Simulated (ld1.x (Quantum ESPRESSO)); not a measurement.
# What one change does to a pseudopotential (erbium, TM semilocal)

```json
{
 "Element": "Er",
 "Generator": "ld1.x (Quantum ESPRESSO) 7.5",
 "Type": "norm-conserving Troullier–Martins (semilocal form)",
 "Functional": "revPBE",
 "Relativity": "scalar-relativistic",
 "Frozen core": "[Kr] 4d10",
 "Valence charge": "22",
 "Reference configuration": "4f12 5s2 5p6 5d0 6s0 6p0 (charge +2)",
 "Partial waves": "5s (bound): rc 1.80 bohr; 5p (bound): rc 2.00 bohr; 4f (bound): rc 1.00 bohr; 5d (bound, empty): rc 2.20 bohr",
 "Local potential": "the d channel",
 "Core correction": "a·sin(br)/r model core inside 0.70 bohr"
}
```

Change: all radii but the core radius scaled by about 1.18 (s 2.12, p 2.36, d 2.60, f 1.18 bohr).

Cutoffs: the cutoffs (Ry, on a coarse ladder) from which the occupation-weighted sum of valence levels, in a spherical-Bessel basis at the reference potential, stays within 10 and 1 mRy of its value at 400 Ry; they do not see the model core or the augmentation charge, which bear on the density cutoff. Errors are all-electron minus pseudo energies relative to the spin-unpolarised reference configuration.

Question: What does the change do?

Answer: Of the 6 tests that both files solve, the error grows in 6 and shrinks in 0 by more than 15 % and 0.3 meV (median size 317.2 → 867.1 meV); neither file shows a bound ghost at the reference potential, the only one tested. More of the atom is replaced by a form fitted at one configuration, so other configurations suffer. A semilocal file is local in each channel, so a ghost entry of none says nothing of the separable form that plane-wave codes build from it.

| quantity | base | changed |
| --- | --- | --- |
| cutoffs, loose and tight | not determined | 300 Ry, over 300 Ry |
| bound ghosts | none | none |
| tests counted (converged, no solver errors) | 6 of 7 | 6 of 7 |
| error for 4f12 5s2 5p6 5d0 6s2 6p0, meV [ΔE -18.12 eV] | +793 | +2271 |
| error for 4f12 5s2 5p6 5d0 6s1 6p0, meV [ΔE -11.83 eV] | +561 | +1580 |
| error for 4f11 5s2 5p6 5d0 6s0 6p0, meV [ΔE 26.14 eV] | +73 | +154 |
| error for 4f12 5s2 5p6 5d0 6s0 6p1, meV [ΔE -8.28 eV] | +67 | +119 |
| error for 4f12 5s2 5p5 5d0 6s2 6p0, meV [ΔE 13.67 eV] | +1469 | +4053 |
| error for 4f13 5s2 5p6 5d0 6s0 6p0, meV [ΔE -10.01 eV] | -1.6 | +18 |

Base: Tests not counted: 4f12 5s2 5p6 5d0 6s1 6p1 (pseudo-atom not self-consistent, printed error +269 meV). These tests converged, but a pseudo level misses the all-electron one widely, so the file describes the atom poorly there or has found another state: 4f13 5s2 5p6 5d0 6s0 6p0: empty 6p by 3.2 eV. Changed file: Tests not counted: 4f12 5s2 5p6 5d0 6s1 6p1 (pseudo-atom not self-consistent, printed error -3122 eV). These tests converged, but a pseudo level misses the all-electron one widely, so the file describes the atom poorly there or has found another state: 4f12 5s2 5p6 5d0 6s2 6p0: 4f by 1.8 eV; 4f11 5s2 5p6 5d0 6s0 6p0: empty 6s by 3.8 eV (a node warning on the way); 4f12 5s2 5p5 5d0 6s2 6p0: 4f by 2.6 eV; 4f13 5s2 5p6 5d0 6s0 6p0: empty 6p by 3.2 eV.
